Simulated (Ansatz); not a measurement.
Steps of a relaxation of C2H7BSe (`CB[Se]C`) with RKS PBE-D4/def2-SVP.

```sh
$ ansatz run in.yaml --threads 4 --pin off --events-out ev --progress --plain --max-ram 10444MiB
```

```yaml
crystal:
  periodic: [false, false, false]
  atoms:
    - {symbol: C, position_ang: [-0.746900, 1.565500, -0.073000]}
    - {symbol: B, position_ang: [0.396700, 0.753000, -0.681300]}
    - {symbol: Se, position_ang: [1.591500, -0.262400, 0.539600]}
    - {symbol: C, position_ang: [0.568600, -1.836700, 0.469400]}
    - {symbol: H, position_ang: [-1.353400, 2.087700, -0.928600]}
    - {symbol: H, position_ang: [-1.479000, 0.961600, 0.481300]}
    - {symbol: H, position_ang: [-0.364500, 2.392300, 0.597000]}
    - {symbol: H, position_ang: [0.611600, 0.726700, -1.854800]}
    - {symbol: H, position_ang: [0.419600, -2.186800, -0.533000]}
    - {symbol: H, position_ang: [0.948100, -2.646400, 1.118000]}
    - {symbol: H, position_ang: [-0.526800, -1.611400, 0.886000]}
basis:
  gaussian: {orbitals: def2-SVP}
hamiltonian: {xc: pbe, dispersion: d4}
relax: {f_tol: 0.03, max_steps: 200}
```

Positions (Å) and forces (eV/Å) along the path, 12 of 23 steps:

```xyz
11
step=1 energy=-68189.4356 eV
C    -0.747    1.565   -0.073   -1.247    1.973   -1.615
B     0.397    0.753   -0.681    0.234   -0.202    0.378
Se    1.591   -0.262    0.540    1.647    1.014    0.495
C     0.569   -1.837    0.469   -3.408   -0.337    1.618
H    -1.353    2.088   -0.929    0.701   -0.571    1.230
H    -1.479    0.962    0.481   -0.051   -0.230    0.485
H    -0.364    2.392    0.597   -0.173   -0.581   -0.132
H     0.612    0.727   -1.855    0.126   -0.085   -0.609
H     0.420   -2.187   -0.533    0.034   -0.606   -1.153
H     0.948   -2.646    1.118    0.371    0.108   -0.050
H    -0.527   -1.611    0.886    1.765   -0.483   -0.648
11
step=2 energy=-68189.7813 eV
C    -0.772    1.621   -0.111   -0.489    0.588   -0.466
B     0.403    0.767   -0.656    0.028   -0.086   -0.031
Se    1.618   -0.262    0.574    0.332    0.573    0.204
C     0.516   -1.848    0.466   -1.258   -0.676    0.430
H    -1.395    2.124   -0.908    0.360   -0.297    0.436
H    -1.453    1.018    0.528    0.084   -0.023    0.102
H    -0.371    2.418    0.562   -0.029   -0.140    0.020
H     0.626    0.675   -1.846    0.030   -0.050   -0.155
H     0.450   -2.252   -0.557    0.082   -0.051   -0.195
H     0.990   -2.611    1.118    0.033    0.089   -0.101
H    -0.546   -1.706    0.851    0.828    0.073   -0.244
11
step=8 energy=-68190.4088 eV
C    -0.713    1.962   -0.157    0.037   -0.060   -0.123
B     0.120    0.667   -0.472   -0.363   -0.206   -0.161
Se    1.150   -0.196    0.925   -0.067   -0.135    0.020
C     0.694   -2.052    0.391   -0.216    0.033    0.068
H    -1.168    2.468   -1.036    0.156   -0.009    0.085
H    -1.560    1.541    0.448    0.080    0.140   -0.134
H    -0.222    2.700    0.509    0.003    0.036    0.000
H    -0.002    0.009   -1.514   -0.087    0.219    0.344
H     0.861   -2.200   -0.692    0.067    0.003    0.024
H     1.290   -2.764    0.990    0.097    0.039   -0.033
H    -0.385   -2.191    0.629    0.293   -0.059   -0.092
11
step=9 energy=-68190.5348 eV
C    -0.711    2.026   -0.164    0.034   -0.111   -0.054
B     0.007    0.648   -0.428   -0.206   -0.152   -0.042
Se    1.045   -0.228    0.953   -0.149   -0.113   -0.135
C     0.747   -2.108    0.383   -0.189    0.000    0.032
H    -1.050    2.564   -1.076    0.126   -0.063    0.095
H    -1.639    1.714    0.385    0.120    0.122   -0.121
H    -0.180    2.724    0.516   -0.011   -0.007   -0.009
H    -0.176   -0.025   -1.443   -0.087    0.155    0.223
H     0.952   -2.257   -0.697    0.037    0.128    0.104
H     1.391   -2.769    0.991    0.071    0.049   -0.009
H    -0.319   -2.345    0.599    0.255   -0.007   -0.084
11
step=10 energy=-68190.6243 eV
C    -0.691    2.051   -0.168   -0.055   -0.117   -0.026
B    -0.097    0.611   -0.389   -0.093   -0.001    0.012
Se    0.943   -0.251    0.985   -0.084   -0.110   -0.109
C     0.779   -2.131    0.375   -0.085    0.076    0.056
H    -0.922    2.598   -1.108    0.079   -0.033    0.078
H    -1.678    1.842    0.321    0.084    0.111   -0.097
H    -0.137    2.711    0.531    0.006   -0.021   -0.026
H    -0.356   -0.072   -1.371   -0.061    0.079    0.110
H     1.021   -2.220   -0.702    0.019    0.050    0.092
H     1.469   -2.743    0.984    0.027   -0.012   -0.039
H    -0.266   -2.453    0.562    0.164   -0.021   -0.051
11
step=11 energy=-68190.6645 eV
C    -0.686    2.079   -0.171   -0.069    0.054    0.108
B    -0.205    0.597   -0.364   -0.185   -0.221   -0.174
Se    0.836   -0.300    0.973    0.128    0.520    0.359
C     0.826   -2.151    0.387   -0.195   -0.493   -0.327
H    -0.779    2.647   -1.121    0.103   -0.073    0.048
H    -1.730    2.009    0.229    0.136    0.009   -0.051
H    -0.104    2.671    0.565   -0.035    0.024   -0.031
H    -0.550   -0.077   -1.322   -0.013    0.031    0.021
H     1.082   -2.223   -0.688    0.012    0.012    0.060
H     1.560   -2.728    0.982    0.014    0.118    0.001
H    -0.183   -2.582    0.550    0.103    0.019   -0.014
11
step=12 energy=-68190.6798 eV
C    -0.664    2.080   -0.175   -0.573    0.052   -0.076
B    -0.329    0.542   -0.287    0.062    0.245   -0.217
Se    0.733   -0.308    1.063    0.015    0.005   -0.048
C     0.844   -2.143    0.365   -0.076   -0.433    0.041
H    -0.590    2.621   -1.159    0.007   -0.294    0.383
H    -1.759    2.151    0.119    0.544    0.024   -0.169
H    -0.083    2.637    0.590   -0.048   -0.014   -0.040
H    -0.711   -0.143   -1.226    0.005    0.043    0.112
H     1.088   -2.137   -0.716   -0.048    0.077    0.111
H     1.653   -2.669    0.916   -0.128    0.107   -0.063
H    -0.116   -2.686    0.531    0.239    0.188   -0.034
11
step=13 energy=-68190.7057 eV
C    -0.690    2.073   -0.152    0.080    0.029   -0.047
B    -0.321    0.554   -0.296   -0.012   -0.036    0.054
Se    0.799   -0.293    1.010   -0.021   -0.012    0.006
C     0.848   -2.157    0.364    0.032    0.056   -0.024
H    -0.489    2.591   -1.116   -0.027    0.036    0.016
H    -1.786    2.176    0.017   -0.001   -0.020   -0.025
H    -0.167    2.621    0.657   -0.021   -0.015    0.007
H    -0.726   -0.130   -1.220   -0.020   -0.005    0.006
H     1.014   -2.163   -0.728    0.003   -0.016   -0.001
H     1.685   -2.663    0.877    0.011   -0.020   -0.009
H    -0.101   -2.666    0.607   -0.025    0.003    0.017
11
step=17 energy=-68190.7097 eV
C    -0.684    2.074   -0.155   -0.002    0.004   -0.007
B    -0.326    0.551   -0.284   -0.016   -0.007    0.023
Se    0.789   -0.298    1.025   -0.002    0.003   -0.011
C     0.847   -2.155    0.364    0.006   -0.010    0.004
H    -0.387    2.607   -1.086   -0.002    0.001    0.007
H    -1.790    2.186   -0.099    0.010   -0.001   -0.004
H    -0.238    2.604    0.710    0.001   -0.002   -0.003
H    -0.743   -0.137   -1.200    0.011    0.002   -0.008
H     0.905   -2.155   -0.739   -0.006    0.002    0.004
H     1.747   -2.637    0.788   -0.007    0.005   -0.006
H    -0.056   -2.698    0.698    0.006    0.003    0.001
11
step=19 energy=-68190.7104 eV
C    -0.684    2.074   -0.155    0.000    0.007   -0.005
B    -0.327    0.551   -0.284    0.001   -0.004    0.011
Se    0.775   -0.302    1.032   -0.005    0.006   -0.004
C     0.845   -2.157    0.367    0.004   -0.019   -0.006
H    -0.362    2.610   -1.076   -0.004   -0.002    0.009
H    -1.790    2.191   -0.126    0.008   -0.001   -0.001
H    -0.256    2.599    0.722   -0.002   -0.004   -0.005
H    -0.729   -0.132   -1.211    0.005    0.000   -0.004
H     0.858   -2.153   -0.738   -0.006   -0.002    0.024
H     1.770   -2.623    0.754   -0.021    0.012   -0.012
H    -0.035   -2.717    0.736    0.021    0.007   -0.007
11
step=20 energy=-68190.7110 eV
C    -0.683    2.074   -0.156   -0.003    0.017   -0.009
B    -0.325    0.552   -0.286    0.005   -0.001    0.005
Se    0.761   -0.306    1.041   -0.013    0.001   -0.005
C     0.841   -2.158    0.370    0.015   -0.045   -0.010
H    -0.341    2.614   -1.067   -0.008   -0.006    0.018
H    -1.790    2.193   -0.148    0.019   -0.002    0.000
H    -0.272    2.594    0.733   -0.007   -0.007   -0.012
H    -0.710   -0.126   -1.223    0.004    0.001    0.002
H     0.810   -2.151   -0.736   -0.005   -0.006    0.058
H     1.791   -2.607    0.720   -0.057    0.022   -0.026
H    -0.014   -2.736    0.773    0.049    0.026   -0.021
11
step=23 energy=-68190.7139 eV
C    -0.678    2.076   -0.159   -0.001    0.002    0.003
B    -0.309    0.557   -0.296    0.000    0.002   -0.004
Se    0.700   -0.323    1.074   -0.001   -0.006    0.002
C     0.827   -2.164    0.381   -0.004    0.002   -0.002
H    -0.303    2.633   -1.047    0.001    0.000    0.000
H    -1.785    2.189   -0.195    0.000    0.000   -0.002
H    -0.308    2.583    0.753   -0.001   -0.001    0.000
H    -0.642   -0.107   -1.263    0.004    0.001    0.000
H     0.668   -2.153   -0.712   -0.003    0.000    0.000
H     1.834   -2.555    0.615    0.002    0.002   -0.003
H     0.062   -2.795    0.869    0.003   -0.001    0.007
```

Run time 22 s (4 threads of an Intel Xeon Platinum 8375C on a shared host); peak host memory 0.17 GiB.
